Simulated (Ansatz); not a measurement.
`C[SiH](N)[SiH2]N`, charge 0, multiplicity 1.

(1) Give a relaxed structure at PBE0-D4/def2-TZVP (Ansatz 0.2.0). (Best estimate.)

Answers

(1) Ansatz gave: 
Z-matrix (Å, degrees):
```
C
Si 1 1.870
H 1 1.093 2 110.8
H 1 1.093 2 111.0 3 119.5
H 1 1.092 2 110.5 3 -120.4
N 2 1.734 1 108.9 3 177.4
Si 2 2.353 1 110.1 3 -56.7
H 2 1.495 1 110.5 3 61.7
H 6 1.009 2 117.2 1 -167.4
H 6 1.010 2 117.6 1 59.4
N 7 1.733 2 108.3 1 174.4
H 7 1.502 2 110.8 1 47.6
H 7 1.493 2 110.8 1 -69.2
H 11 1.008 7 118.3 2 -53.2
H 11 1.008 7 119.1 2 168.6
```
This is one stationary point; other conformers may exist.
